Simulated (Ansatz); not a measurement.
Born–Oppenheimer molecular dynamics of AlH7O2SSi (12 atoms, charge 0, multiplicity 1). It starts at the highest image of a converged band, a first-order saddle point between two minima.

Computed with RKS r2SCANh-D4/def2-SVP in Ansatz 0.2.0.

- ensemble: NVE (velocity Verlet)
- time step: 0.5 fs
- steps asked: 200
- starting velocities drawn for: 300 K
- seed: 8270

First frame:

```xyz
12
Properties=species:S:1:pos:R:3
Al 0.039 0.129 0.337
O 0.241 -0.070 2.125
H -0.191 -0.726 2.682
H 1.361 0.088 -0.514
O -1.417 -0.557 -0.228
Si -2.769 -1.197 -0.895
H -3.194 -2.414 -0.141
H -3.892 -0.213 -0.858
H -2.535 -1.588 -2.316
S -0.408 2.410 1.124
H 0.891 2.779 1.099
H -0.147 1.273 2.115
```

How far do the bonds stretch over the last three quarters of this one trajectory? (Pairs bonded in most of those frames.)


| bond | mean (Å) | spread (Å) | shortest | longest |
| --- | --- | --- | --- | --- |
| Al1–O2 | 2.053 | 0.092 | 1.90 | 2.17 |
| Al1–H4 | 1.582 | 0.047 | 1.51 | 1.66 |
| Al1–O5 | 1.723 | 0.017 | 1.70 | 1.75 |
| Al1–S10 | 2.237 | 0.044 | 2.19 | 2.35 |
| O2–H3 | 0.971 | 0.025 | 0.93 | 1.02 |
| O2–H12 | 1.003 | 0.085 | 0.87 | 1.16 |
| O5–Si6 | 1.645 | 0.009 | 1.62 | 1.65 |
| Si6–H7 | 1.497 | 0.026 | 1.46 | 1.53 |
| Si6–H8 | 1.499 | 0.050 | 1.42 | 1.57 |
| Si6–H9 | 1.495 | 0.015 | 1.47 | 1.52 |
| S10–H11 | 1.352 | 0.029 | 1.31 | 1.39 |

Mean temperature of the second half: 406 K. The conserved energy stayed within 0.6 meV per atom of its start (net change -0.31 meV per atom), so the integration is sound. The kinetic energy rose, since the run started high on the potential surface and went downhill. A run of 0.1 ps of so small a system gives no equilibrium averages. The orbitals stay closed-shell, which can raise the energy where a bond breaks towards radicals; this wasn't checked here.

Run time: 10 min on 4 threads of Arm Neoverse V2, with other jobs on the host, peak memory 0.3 GiB.
